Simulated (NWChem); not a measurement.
BHSeF₂; SMILES FB([SeH])F

```xyz
5

B      0.0101    -0.9629     0.0000
F      1.1538    -1.6162     0.0000
F     -1.1089    -1.6584     0.0000
Se     0.0289     0.9768     0.0000
H     -1.4370     1.0746     0.0000
```
Atoms are numbered in this order, from 1.

All runs use the structure optimised with PBE0/def2-SVP.

Symmetry labels are those of Cs in the frame above (b1 and b2, or b-type labels, depend on it). States above −ε(HOMO) = 6.7 eV lie in this functional's continuum and hang on the basis.

### Question
List the 4 lowest vertical singlet excitations from PBE/def2-SVPD, TDA (NWChem).

### Answer
| state | energy (eV) | oscillator strength | symmetry | leading excitation (squared amplitude) |
|---|---|---|---|---|
| S1 | 5.74 | 0.021 | a" | HOMO → LUMO+1 (0.99) |
| S2 | 6.32 | 0.061 | a" | HOMO → LUMO+2 (0.99) |
| S3 | 6.39 | 0.151 | a' | HOMO → LUMO (0.87) |
| S4 | 7.22 | 0.000 | a" | HOMO → LUMO+3 (0.97) |
